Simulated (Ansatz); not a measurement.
Geometry optimisation, UKS PBE-D4/def2-SVP in Ansatz.

Input:

```yaml
crystal:
  periodic: [false, false, false]
  atoms:
    - { symbol: Al, position_ang: [-0.572302, 0.05481, -0.109577] }
    - { symbol: "N", position_ang: [1.262978, 0.073518, 0.268016] }
    - { symbol: S, position_ang: [-1.001053, -2.056617, -0.421633] }
    - { symbol: H, position_ang: [0.364858, -1.972867, -0.411545] }
    - { symbol: O, position_ang: [-1.642693, 1.328369, -0.427853] }
    - { symbol: H, position_ang: [1.60201, -0.601094, 0.961959] }
    - { symbol: H, position_ang: [1.826833, 0.930359, 0.343093] }
    - { symbol: H, position_ang: [-1.840631, 2.243521, -0.20236] }
magnetization:
  spin_polarized: true
basis:
  gaussian: { orbitals: def2-SVP }
hamiltonian:
  xc: pbe
  dispersion: d4
relax:
  f_tol: 0.03
  max_steps: 50
```

Launched with:

```bash
$ ansatz run input.yaml --threads 2 --pin off --max-ram 3072MiB --backend cpu --events-out ev --progress --plain --runs-dir out
```

Task: Where does it end, and by what steps?

Result: It converged. After 8 steps the energy has fallen by 0.326 eV; H4 moved furthest, 0.65 Å.

```json
{"step": "0", "energy less start (eV)": "0.0000", "largest force component (eV/Å)": "1.379", "accepted": "yes"}
{"step": "1", "energy less start (eV)": "-0.1426", "largest force component (eV/Å)": "1.050", "accepted": "yes"}
{"step": "2", "energy less start (eV)": "-0.2397", "largest force component (eV/Å)": "0.660", "accepted": "yes"}
{"step": "3", "energy less start (eV)": "-0.2894", "largest force component (eV/Å)": "0.311", "accepted": "yes"}
{"step": "4", "energy less start (eV)": "-0.3094", "largest force component (eV/Å)": "0.356", "accepted": "yes"}
{"step": "5", "energy less start (eV)": "-0.3226", "largest force component (eV/Å)": "0.134", "accepted": "yes"}
{"step": "6", "energy less start (eV)": "-0.3139", "largest force component (eV/Å)": "0.223", "accepted": "no"}
{"step": "7", "energy less start (eV)": "-0.3245", "largest force component (eV/Å)": "0.076", "accepted": "yes"}
{"step": "8", "energy less start (eV)": "-0.3261", "largest force component (eV/Å)": "0.020", "accepted": "yes"}
```

```xyz
8
Properties=species:S:1:pos:R:3
Al -0.456 0.014 -0.148
N 1.197 0.320 0.439
S -1.156 -2.024 -0.582
H 0.084 -2.558 -0.387
O -1.626 1.238 -0.416
H 1.875 -0.402 0.689
H 1.615 1.244 0.572
H -1.533 2.169 -0.167
```

The run took 23 s on 2 threads of Arm Neoverse V1 (shared host), peak memory 0.17 GiB.
